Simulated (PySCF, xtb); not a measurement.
Cl2HSi, SMILES Cl[SiH]Cl (connectivity only; charge and spin as stated), charge +1, multiplicity 1.

Harmonic wavenumbers (cm⁻¹) from GFN2-xTB (xtb) at its own minimum, in rising order: 155, 519, 549, 584, 729, 2369.

Question: What does TPSSh-D3(BJ)/def2-TZVP in PySCF give at its own minimum? (Estimate from the structure and the level; the computed values follow.)

Answer: 201, 514, 581, 723, 812, 2346. Paired by order, the mean absolute difference is 55 cm⁻¹ and the zero-point energies are 7.0 and 7.4 kcal/mol.
